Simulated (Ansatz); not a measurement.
Start from `[F][SnH3]` and change one element to get `F[SiH3]`.

Ansatz, PBE0-D4/def2-TZVP geometries, multiplicity 1. 

Elements past krypton have def2 core potentials.

| property | `[F][SnH3]` |
| --- | --- |
| LUMO energy (PBE0/def2-TZVPP) / eV | -0.83 |
| LUMO energy (ωB97M-V/def2-TZVPP) / eV | 0.68 |
| size of the dipole moment (PBE/def2-TZVPP) / D | 2.55 |
| size of the dipole moment (B3LYP/def2-TZVPP) / D | 2.72 |
| size of the dipole moment (ωB97M-V/def2-TZVPP) / D | 2.75 |
| HOMO energy (B3LYP/def2-TZVPP) / eV | -9.17 |

(1) Give the same properties after the change, and the shifts. (Estimate.)

## Answers

(1) Ansatz gave: 
| property | `F[SiH3]` | shift |
| --- | --- | --- |
| LUMO energy (PBE0/def2-TZVPP) / eV | -0.13 | 0.70 |
| LUMO energy (ωB97M-V/def2-TZVPP) / eV | 1.59 | 0.91 |
| size of the dipole moment (PBE/def2-TZVPP) / D | 1.17 | -1.38 |
| size of the dipole moment (B3LYP/def2-TZVPP) / D | 1.27 | -1.45 |
| size of the dipole moment (ωB97M-V/def2-TZVPP) / D | 1.24 | -1.51 |
| HOMO energy (B3LYP/def2-TZVPP) / eV | -9.58 | -0.41 |

With PBE0 the HOMO falls by 0.40 eV and the LUMO rises by 0.70 eV, so the gap widens by about 1.10 eV. PBE moves the HOMO by -0.42 eV and ωB97M-V by -0.44 eV. Dipoles are sizes alone; their direction can turn.

B3LYP here is the variant with VWN-RPA as its local correlation; programs differ in this.
